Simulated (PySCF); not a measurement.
H4Hf, multiplicity 1. Atoms are numbered in the order given.

```xyz
5

Hf     0.0000     0.0000     0.0000
H      1.0683     1.0683     1.0683
H     -1.0683     1.0683    -1.0683
H     -1.0683    -1.0683     1.0683
H      1.0683    -1.0683    -1.0683
```
Charge 0, spin multiplicity 1.

The structure is a stationary point at B3LYP-D3(BJ)/def2-TZVPD. The multiplicity is an assumed one; other spin states were not compared. The def2 effective core potentials stand for the cores of Hf; spin–orbit coupling is left out.

Method: CAM-B3LYP/def2-TZVPD (PySCF).

Mulliken values depend strongly on the basis, most of all with diffuse functions as here. ESP charges are fitted to the potential on shells at 1.4 to 2.0 van der Waals radii. Atomic charges (e):

```tsv
atom	Mulliken	ESP fit
Hf1	0.80	1.28
H2	-0.20	-0.32
H3	-0.20	-0.32
H4	-0.20	-0.32
H5	-0.20	-0.32
```
